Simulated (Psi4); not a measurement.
boric acid (H3BO3), singlet, at a GFN2-xTB geometry, with bond 7-4 at 1.3 times its length; M06-2X/STO-3G (Psi4 1.11).

Input for Psi4:
```
memory 2 GB

molecule mol {
0 1
  O    -1.142575   -0.769390   -0.031828
  B    -0.007709   -0.039318   -0.003470
  O    -0.114141    1.322248    0.130271
  O     1.170413   -0.704769   -0.109794
  H    -1.934467   -0.238642    0.047600
  H     0.696614    1.827563    0.148980
  H     2.205751   -0.018732   -0.082017
}

set basis sto-3g
set reference rks
set soscf true

energy('m06-2x')
print_variables()
```

Task: What does Psi4 print? Leave out banner, timings and long lists.

Result: 
```
   => Loading Basis Set <=

    Name: STO-3G
    Role: ORBITAL
    Keyword: BASIS

         ---------------------------------------------------------
                                   SCF
               by Justin Turney, Rob Parrish, Andy Simmonett
                          and Daniel G. A. Smith
                              RKS Reference
         ---------------------------------------------------------

  ==> Geometry <==

    Molecular point group: c1
    Full point group: C1

    Geometry (in Angstrom), charge = 0, multiplicity = 1:

       Center              X                  Y                   Z               Mass
    ------------   -----------------  -----------------  -----------------  -----------------
         O           -1.134677103014    -0.748747583562    -0.030146199454    15.994914619570
         B            0.000188896986    -0.018675583562    -0.001788199454    11.009305360000
         O           -0.106243103014     1.342890416438     0.131952800546    15.994914619570
         O            1.178310896986    -0.684126583562    -0.108112199454    15.994914619570
         H           -1.926569103014    -0.217999583562     0.049281800546     1.007825032230
         H            0.704511896986     1.848205416438     0.150661800546     1.007825032230
         H            2.213648896986     0.001910416438    -0.080335199454     1.007825032230

  Running in c1 symmetry.

  Rotational constants: A =      0.34239  B =      0.32276  C =      0.16614 [cm^-1]
  Rotational constants: A =  10264.57300  B =   9676.10089  C =   4980.82685 [MHz]
  Nuclear repulsion =  115.404851290700222

  Charge       = 0
  Multiplicity = 1
  Electrons    = 32
  Nalpha       = 16
  Nbeta        = 16

  ==> Algorithm <==

  SCF Algorithm Type is DF.
  DIIS enabled.
  MOM disabled.
  Fractional occupation disabled.
  Guess Type is SAD.
  Energy threshold   = 1.00e-06
  Density threshold  = 1.00e-06
  Integral threshold = 1.00e-12

  ==> Primary Basis <==

  Basis Set: STO-3G
    Blend: STO-3G
    Number of shells: 15
    Number of basis functions: 23
    Number of Cartesian functions: 23
    Spherical Harmonics?: true
    Max angular momentum: 1

  ==> DFT Potential <==

   => LibXC <=

    Version 7.1.2
    S. Lehtola, C. Steigemann, M. J. T. Oliveira, and M. A. L. Marques,  SoftwareX 7, 1–5 (2018) (10.1016/j.softx.2017.11.002)

   => Composite Functional: M06-2X <=

    Hybrid M06-2X Meta-GGA XC Functional  (10.1007/s00214-007-0310-x)
    Y. Zhao and D. G. Truhlar,  Theor. Chem. Acc., 120, 215, 2008

    Deriv               =              1
    GGA                 =           TRUE
    Meta                =           TRUE

    Exchange Hybrid     =           TRUE
    MP2 Hybrid          =          FALSE

   => Exchange Functionals <=

    1.0000   XC_HYB_MGGA_X_M06_2X

   => Exact (HF) Exchange <=

    0.5400               HF

   => Correlation Functionals <=

    1.0000   XC_MGGA_C_M06_2X

   => LibXC Density Thresholds  <==

    XC_MGGA_C_M06_2X:  1.00E-12
    XC_HYB_MGGA_X_M06_2X:  1.00E-15

   => Molecular Quadrature <=

    Radial Scheme          =       TREUTLER
    Pruning Scheme         =           NONE
    Nuclear Scheme         =       TREUTLER

    Blocking Scheme        =         OCTREE
    BS radius alpha        =              1
    Pruning alpha          =              1
    Radial Points          =             75
    Spherical Points       =            302
    Total Points           =         149922
    Total Blocks           =           1165
    Max Points             =            256
    Max Functions          =             22
    Weights Tolerance      =       1.00E-15

   => Loading Basis Set <=

    Name: (STO-3G AUX)
    Role: JKFIT
    Keyword: DF_BASIS_SCF

  ==> Integral Setup <==

  SCF_SUBTYPE=INCORE selected. In-core MEM_DF algorithm will be used.
  Using in-core AOs.

  ==> MemDFJK: Density-Fitted J/K Matrices <==

    J tasked:                   Yes
    K tasked:                   Yes
    wK tasked:                   No
    Algorithm:                 Core
    Schwarz Cutoff:           1E-12
    Mask sparsity (%):       1.1342
    Fitting Condition:        1E-10

   => Auxiliary Basis Set <=

  Basis Set: (STO-3G AUX)
    Blend: DEF2-UNIVERSAL-JKFIT
    Number of shells: 118
    Number of basis functions: 360
    Number of Cartesian functions: 428
    Spherical Harmonics?: true
    Max angular momentum: 4

  Minimum eigenvalue in the overlap matrix is 2.7071012463E-01.
  Reciprocal condition number of the overlap matrix is 1.3026599865E-01.
    Using symmetric orthogonalization.

  ==> Pre-Iterations <==

  SCF Guess: Superposition of Atomic Densities via on-the-fly atomic UHF (no occupation information).

   -------------------------
    Irrep   Nso     Nmo
   -------------------------
     A         23      23
   -------------------------
    Total      23      23
   -------------------------

  ==> Iterations <==

                           Total Energy        Delta E     RMS |[F,P]|

   @DF-RKS iter SAD:  -247.06352386701917   -2.47064e+02   0.00000e+00
   @DF-RKS iter   1:  -248.84859997481070   -1.78508e+00   1.58133e-02 DIIS/ADIIS
   @DF-RKS iter   2:  -248.90672445788306   -5.81245e-02   1.12424e-02 DIIS/ADIIS
   @DF-RKS iter   3:  -248.94545663708934   -3.87322e-02   1.71362e-03 DIIS/ADIIS

Traceback (most recent call last):
  File "psi4", line 375, in <module>
  File "<string>", line 29, in <module>
  File "site-packages/psi4/driver/driver.py", line 533, in energy
  File "site-packages/psi4/driver/procrouting/proc.py", line 2760, in run_scf
  File "site-packages/psi4/driver/procrouting/proc.py", line 2047, in scf_helper
  File "site-packages/psi4/driver/procrouting/scf_proc/scf_iterator.py", line 86, in scf_compute_energy
  File "site-packages/psi4/driver/procrouting/scf_proc/scf_iterator.py", line 458, in scf_iterate

RuntimeError:
Fatal Error: Vx: RKS does not support rotated V builds for MGGA's
The most recent 5 function calls were:

psi::PsiException::PsiException(std::__cxx11::basic_string<char, std::char_traits<char>, std::allocator<char> >, char const*, int)

Printing out the relevant lines from the Psithon --> Python processed input file:
    ""","mol")
    core.IO.set_default_namespace("mol")
    core.set_global_option("BASIS", "sto-3g")
    core.set_global_option("REFERENCE", "rks")
    core.set_global_option("SOSCF", "true")
--> energy('m06-2x')
    print_variables()

!----------------------------------------------------------------------------------!
!                                                                                  !
! Fatal Error: Vx: RKS does not support rotated V builds for MGGA's                !
! The most recent 5 function calls were:                                           !
! psi::PsiException::PsiException(std::__cxx11::basic_string<char,                 !
!     std::char_traits<char>, std::allocator<char> >, char const*, int)            !
!                                                                                  !
!----------------------------------------------------------------------------------!
```

The run crashed.
